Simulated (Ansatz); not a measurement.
Sr5S4. The state is a singlet with charge 0. Geometry PBE0-D4/def2-SVP; atoms count from 1.

Cartesian coordinates in Å:
```
Sr 1.972 1.593 -1.362
Sr -1.601 1.496 0.182
Sr -0.197 -1.518 -1.982
Sr -2.720 -1.426 3.082
Sr 1.243 -0.775 1.641
S 0.958 1.977 1.212
S 2.358 -1.162 -0.925
S -0.599 1.202 -2.442
S -1.415 -1.389 0.593
```

In the def2 sets Sr takes a core potential; there is no spin–orbit coupling. The restricted singlet is unstable towards broken spin symmetry in Hartree–Fock (as tested in another run); at PBE0-D4/def2-TZVP this wasn't settled. The structure comes from a short search, and lower isomers may exist.

Estimate the Mulliken populations from the PBE0/def2-TZVP orbitals of Ansatz.


```
atom  charge (e)
 Sr1        1.06
 Sr2        1.02
 Sr3        1.06
 Sr4        0.01
 Sr5        1.02
  S6       -1.00
  S7       -1.02
  S8       -1.02
  S9       -1.13
```
Mulliken values and Mayer orders depend strongly on the basis.

And the Mayer bond orders between bonded heavy atoms (over 0.3)?

Sr1–S6 0.56 (2.79 Å); Sr1–S7 0.56 (2.82 Å); Sr1–S8 0.56 (2.82 Å); Sr2–S6 0.61 (2.80 Å); Sr2–S8 0.57 (2.82 Å); Sr2–S9 0.36 (2.92 Å); Sr3–S7 0.63 (2.79 Å); Sr3–S8 0.63 (2.79 Å); Sr3–S9 0.38 (2.85 Å); Sr4–S9 0.41 (2.81 Å); Sr5–S6 0.61 (2.80 Å); Sr5–S7 0.57 (2.82 Å); Sr5–S9 0.36 (2.92 Å).
